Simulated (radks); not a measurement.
Q: These are the eigenvalues of the occupied orbitals of an atom or ion with whole-number occupations (eV). Calculated with a radial shooting solver on a logarithmic mesh with Libxc functionals: non-relativistic Kohn-Sham, LB94 model potential, spin-polarised, spherical densities, point nucleus.

| orbital | eigenvalue |
|---|---|
| 1s | -381.9575 |

Which element is it, and in what charge state? The configuration may be excited. Open shells, if any, are filled with parallel spins first.

A: Z = 6, carbon, charge +4: C4+ in [He]. The 1s level, -14.037 hartree, gives Z - s = 5.3 by -(Z - s)^2/2, which with screening narrows Z to a few neighbours, and with so few levels the electron count can be read from the list.
